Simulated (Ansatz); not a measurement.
Reaction (ligand exchange at a Ge–Cl bond): `C[CH2][Ge][Cl]` + H–F → `C[CH2][Ge][F]` + HCl

Program: Ansatz. Geometries: PBE0-D4/def2-TZVP. ΔE: electronic, gas phase. CCSD(T)/CBS is the MP2 limit (def2-TZVPP, def2-QZVPP) plus CCSD(T) − MP2 in def2-TZVPP, frozen cores. This one scheme is used for every species. Functionals use def2-TZVPP. B3LYP here is the variant with VWN-RPA as its local correlation; programs differ in this. For Ge outer-core shells are correlated without core-valence functions, which leaves a few kJ/mol of doubt a bond. Scalar relativity is left out up to krypton. One conformer a species, not always the lowest.

```json
{"level": "revPBE-D4", "ΔE (kcal/mol)": "4.6"}
{"level": "B97M-V", "ΔE (kcal/mol)": "2.1"}
{"level": "B3LYP-D4", "ΔE (kcal/mol)": "3.4"}
{"level": "BHLYP-D4", "ΔE (kcal/mol)": "3.9"}
{"level": "ωB97M-V", "ΔE (kcal/mol)": "2.8"}
{"level": "PBE0", "ΔE (kcal/mol)": "4.4"}
{"level": "B3LYP", "ΔE (kcal/mol)": "1.9"}
{"level": "MP2/def2-QZVPP", "ΔE (kcal/mol)": "5.4"}
```

(1) What does CCSD(T)/CBS give? (Best estimate.)

Largest T1 diagnostic among the species: 0.013.

Answers

(1) Computed: +4.7 kcal/mol. The listed levels differ from it by -0.1, -2.6, -1.3, -0.8, -1.9, -0.3, -2.8, 0.7 kcal/mol.

The D4 term adds +1.5 kcal/mol with B3LYP and +0.8 kcal/mol with PBE0; it sums over pairs of atoms, weighted by their polarisabilities, and B3LYP, whose exchange is more repulsive, gets the larger term. At CCSD(T), def2-SVP lies −4.0 kcal/mol from the extrapolated value and def2-TZVPP −1.1 kcal/mol.
